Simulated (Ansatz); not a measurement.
Species: CH₃F₃GeO (charge 0, singlet). SMILES: C[O][Ge]([F])([F])[F]
Coordinates optimised at B3LYP-D3(BJ)/def2-TZVP (Ansatz, a first-principles code):
```
O
C 1 1.4379
H 2 1.0880 1 106.28
H 2 1.0915 3 109.22 1 -120.00
H 2 1.0915 3 109.22 4 -120.00
Ge 1 1.7327 2 120.82 3 -180.00
F 6 1.7060 1 108.72 2 180.00
F 6 1.7163 7 108.32 1 122.70
F 6 1.7163 7 108.32 8 114.60
```
Charge 0, spin multiplicity 1.

Parts of the frozen-core correlation energy in 6-31G* (Ansatz, hartree). Frozen orbitals: 19; correlated occupied orbitals by spin: 19 and 19; virtual: 78 and 78. No spin-orbit coupling. No relativistic terms.

| term | value |
|---|---|
| reference (HF) | -2487.99872 |
| MP2 opposite-spin | ? |
| MP2 same-spin | ? |
| CCSD correlation | -0.93580 |
| (T) | ? |
| T1 diagnostic | 0.014 |
| largest doubles amplitude | 0.022 |

What belongs in the gaps?


- MP2 opposite-spin, value: -0.66799
- MP2 same-spin, value: -0.25125
- (T), value: -0.02024
